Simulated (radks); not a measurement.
Initial-state core-level shifts of the phosphorus ion P2+ when its valence configuration changes from [Ne] 3s2 3p1. All-electron calculation, scalar-relativistic Kohn-Sham, LDA (Slater exchange, Perdew-Wang correlation), spin-polarised, spherical densities, finite nucleus; open shells are filled with parallel spins first; Fermi nuclear charge, rms radius 3.1889 fm. Program: a radial shooting solver on a logarithmic mesh with Libxc functionals. Shifts are changes of the shell-averaged eigenvalues in eV (positive: less bound); the change of the density at the nucleus, which sets a Mossbauer isomer shift, is in e/bohr^3, on a base of 2377.

valence	1s	2s	2p	density at nucleus
3s1 3p2	-0.817	-0.911	-0.875	-8.5458
3p3	-2.060	-2.175	-2.113	-17.4873
3s1.5 3p1.5	-0.482	-0.516	-0.500	-4.2649
3s0.5 3p2.5	-1.444	-1.548	-1.499	-12.9916
